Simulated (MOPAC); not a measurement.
MOPAC input (PM3):

```
PM3 FORCE THERMO(298,298) PRECISE LET GEO-OK AUX(PRECISION=9) THREADS=1
C4H8Se

C    -2.07890166 1    1.39631772 1    0.43590532 1
C    -1.33830994 1    0.30365740 1    0.63206401 1
C    -1.88276454 1   -1.06978079 1    0.46701418 1
C     0.08407368 1    0.38758794 1    1.00658447 1
Se    1.07827262 1   -0.14451320 1   -0.59843484 1
H    -3.12468781 1    1.34989983 1    0.14590254 1
H    -1.68646297 1    2.40319113 1    0.54685881 1
H    -1.28919876 1   -1.62245418 1   -0.27674266 1
H    -1.83915295 1   -1.62364354 1    1.41440123 1
H    -2.92701582 1   -1.06636283 1    0.12960129 1
H     0.41855367 1    1.40982225 1    1.24551594 1
H     0.33728244 1   -0.25988895 1    1.85720813 1
H     1.28521976 1   -1.56345420 1   -0.27741017 1
```

Output:

```
 *******************************************************************************
 **                                                                           **
 **                              MOPAC v23.2.5                                **
 **                                                                           **
 *******************************************************************************
 ** MOPAC's Digital Object Identifier: https://doi.org/10.5281/zenodo.6511958 **
 **                                                                           **
 ** Please cite the open-source release paper for use of this MOPAC version:  **
 ** J. E. Moussa and J. J. P. Stewart (2026)                                  **
 ** MOPAC: An open-source semiempirical molecular orbital program             **
 ** J. Open Source Softw., 11(119), 8025, https://doi.org/10.21105/joss.08025 **
 *******************************************************************************

                              PM3 CALCULATION RESULTS

 *******************************************************************************
 *  PM3        - The PM3 Hamiltonian to be used
 *  GEO-OK     - OVERRIDE INTERATOMIC DISTANCE AND OTHER SAFETY CHECKS
 *  LET        - OVERRIDE SOME SAFETY CHECKS
 *  PRECISE    - TIGHTER CRITERIA TO BE USED
 *  FORCE      - FORCE CALCULATION SPECIFIED
 *  AUX        - OUTPUT AUXILIARY INFORMATION
 *  THERMO     - THERMODYNAMIC QUANTITIES TO BE CALCULATED
 *******************************************************************************
PM3 FORCE THERMO(298,298) PRECISE LET GEO-OK AUX(PRECISION=9) THREADS=1
 C4H8Se

   ATOM   CHEMICAL          X               Y               Z
  NUMBER   SYMBOL      (ANGSTROMS)     (ANGSTROMS)     (ANGSTROMS)

     1       C         -2.07890166  *   1.39631772  *   0.43590532  *
     2       C         -1.33830994  *   0.30365740  *   0.63206401  *
     3       C         -1.88276454  *  -1.06978079  *   0.46701418  *
     4       C          0.08407368  *   0.38758794  *   1.00658447  *
     5      Se          1.07827262  *  -0.14451320  *  -0.59843484  *
     6       H         -3.12468781  *   1.34989983  *   0.14590254  *
     7       H         -1.68646297  *   2.40319113  *   0.54685881  *
     8       H         -1.28919876  *  -1.62245418  *  -0.27674266  *
     9       H         -1.83915295  *  -1.62364354  *   1.41440123  *
    10       H         -2.92701582  *  -1.06636283  *   0.12960129  *
    11       H          0.41855367  *   1.40982225  *   1.24551594  *
    12       H          0.33728244  *  -0.25988895  *   1.85720813  *
    13       H          1.28521976  *  -1.56345420  *  -0.27741017  *

          CARTESIAN COORDINATES

    NO.       ATOM           X           Y           Z

     1         C         -2.0789      1.3963      0.4359
     2         C         -1.3383      0.3037      0.6321
     3         C         -1.8828     -1.0698      0.4670
     4         C          0.0841      0.3876      1.0066
     5        Se          1.0783     -0.1445     -0.5984
     6         H         -3.1247      1.3499      0.1459
     7         H         -1.6865      2.4032      0.5469
     8         H         -1.2892     -1.6225     -0.2767
     9         H         -1.8392     -1.6236      1.4144
    10         H         -2.9270     -1.0664      0.1296
    11         H          0.4186      1.4098      1.2455
    12         H          0.3373     -0.2599      1.8572
[...]
 TRANSITION DIPOLE   0.0699         C  3 -- H  9         +46.1% ( 70.1%)     96.1%
 TRAVEL (Ang.)       0.2124         C  3 -- H  8          +3.7% ( 19.9%)     41.5%
 REDUCED MASS        0.4858         C  2 -- C  3          +1.0% ( 10.5%)      0.0%
 EFFECTIVE MASS      1.5101
 FORCE CONSTANT      2.7098

 VIBRATION         30   30A           ATOM PAIR      ENERGY CONTRIBUTION    RADIAL
 FREQUENCY          3095.47         C  4 -- H 12         +66.6% ( 80.7%)     98.8%
 TRANSITION DIPOLE   0.2383         C  4 -- H 11         +32.2% ( 56.1%)     93.7%
 TRAVEL (Ang.)       0.2021         C  2 -- C  4          +0.6% (  7.4%)     44.3%
 REDUCED MASS        0.5335         C  4 -- Se 5          +0.6% (  7.4%)     25.4%
 EFFECTIVE MASS      1.2717
 FORCE CONSTANT      3.0118

 VIBRATION         31   31A           ATOM PAIR      ENERGY CONTRIBUTION    RADIAL
 FREQUENCY          3138.99         C  1 -- H  7         +91.9% ( 96.5%)     99.6%
 TRANSITION DIPOLE   0.2863         C  1 -- H  6          +6.5% ( 25.6%)     45.6%
 TRAVEL (Ang.)       0.1619         C  1 -- C  2          +1.5% ( 12.1%)     67.3%
 REDUCED MASS        0.8200
 EFFECTIVE MASS      1.4438
 FORCE CONSTANT      4.7607

 VIBRATION         32   32A           ATOM PAIR      ENERGY CONTRIBUTION    RADIAL
 FREQUENCY          3140.05         C  1 -- H  6         +90.9% ( 97.1%)     99.8%
 TRANSITION DIPOLE   0.2524         C  1 -- H  7          +7.6% ( 28.0%)     73.7%
 TRAVEL (Ang.)       0.1597         C  1 -- C  2          +1.4% ( 11.9%)     20.0%
 REDUCED MASS        0.8420
 EFFECTIVE MASS      1.5487
 FORCE CONSTANT      4.8912

 VIBRATION         33   33A           ATOM PAIR      ENERGY CONTRIBUTION    RADIAL
 FREQUENCY          3160.99         C  3 -- H 10         +46.1% ( 65.5%)     98.4%
 TRANSITION DIPOLE   0.0658         C  3 -- H  9         +33.2% ( 55.7%)     96.8%
 TRAVEL (Ang.)       0.2455         C  3 -- H  8         +20.2% ( 43.4%)     93.1%
 REDUCED MASS        0.3538         C  2 -- C  3          +0.3% (  5.5%)     92.2%
 EFFECTIVE MASS      1.1476
 FORCE CONSTANT      2.0828

      SYMMETRY NUMBER FOR POINT-GROUP C1  =  1

          SYSTEM IS A GROUND STATE

 C4H8Se

          MOLECULE IS NOT LINEAR

          THERE ARE 33 GENUINE VIBRATIONS IN THIS SYSTEM
          THIS THERMODYNAMICS CALCULATION IS LIMITED TO
          MOLECULES WHICH HAVE NO INTERNAL ROTATIONS

                    CALCULATED THERMODYNAMIC PROPERTIES
                                          *
   TEMP. (K)   PARTITION FUNCTION   H.O.F.    ENTHALPY  HEAT CAPACITY ENTROPY
                                   KCAL/MOL   CAL/MOLE    CAL/K/MOL  CAL/K/MOL

 298.00  VIB.     0.1591D+03                  2818.6652    18.3370    19.5325
         ROT.     0.2115D+06                   888.2803     2.9808    27.3480
         INT.     0.3365D+08                  3706.9455    21.3178    46.8804
         TRA.     0.1518D+28                  1480.4672     4.9680    40.6118
         TOT.                        7.551    5187.4126    26.2858    87.4923

   *: NOTE: HEATS OF FORMATION ARE RELATIVE TO THE
            ELEMENTS IN THEIR STANDARD STATE AT 298K
              (=  Standard Enthalpy of Formation).

            Hvib:  Zero-point energy is not included.
                   frequencies of less than zero cm-1 are not included.
            Hrot = (3/2)RT
            Htra = (3/2)RT + pV = (5/2)RT

            Heat capacity is Cp, not Cv

          For more information, see: HTTP://OpenMOPAC.net/Manual/thermochemistry.html

           FORCE CONSTANT IN CARTESIAN COORDINATES (Millidynes/A)

    ATOM   CHEMICAL       X               Y               Z
   NUMBER   SYMBOL  FORCE CONSTANT  FORCE CONSTANT  FORCE CONSTANT

      1       C       15.299056        9.240631        1.966232
      2       C       15.438338        9.768437        2.778030
      3       C        8.508789        8.918521        7.959128
      4       C        7.848455        8.840688        5.541347
      5      Se        1.925844        0.509129        3.007171
      6       H        2.060999        4.067946        0.331286
      7       H        2.089777        4.040155        0.329429
      8       H        2.328261        0.698799        3.570593
      9       H        2.072475        0.692081        3.888522
     10       H        2.369964        3.751675        0.656704
     11       H        2.166656        3.662020        0.680782
     12       H        3.047371        0.674413        2.791758
     13       H        1.297502        0.241602        0.325853

 **********************
 *                    *
 * JOB ENDED NORMALLY *
 *                    *
 **********************

 == MOPAC DONE ==
```
